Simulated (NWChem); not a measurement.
Molecule: C₂H₄OS; SMILES O=CCS

```xyz
8

O     -0.3943     2.1210    -0.1346
C     -0.2304     1.0316     0.3386
C      0.8595     0.0781    -0.0860
S      0.1796    -1.5453    -0.5509
H     -0.9051     0.6342     1.1427
H      1.6048    -0.0362     0.7178
H      1.3659     0.4875    -0.9718
H     -0.0411    -1.9911     0.7050
```
Atoms are numbered in this order, from 1.

All runs: NWChem. Structure relaxed at the PBE0/def2-SVP level. GIAO values for the isolated, static molecule; σ is the absolute isotropic shielding, δ = σ(reference) − σ with the isolated reference molecule computed at the same levels (13C: tetramethylsilane, 1H: tetramethylsilane, 17O: water).

Task: Estimate the computed values for BHandHLYP/pcSseg-1. Quantities: δ O1 (ppm); δ C2 (ppm); δ C3 (ppm); σ S4 (ppm); δ H5 (ppm); δ H7 (ppm); δ H8 (ppm).

Result: 
```json
{
 "δ O1 (ppm)": "696.3",
 "δ C2 (ppm)": "198.0",
 "δ C3 (ppm)": "37.1",
 "σ S4 (ppm)": "628.6",
 "δ H5 (ppm)": "8.96",
 "δ H7 (ppm)": "2.59",
 "δ H8 (ppm)": "1.78"
}
```
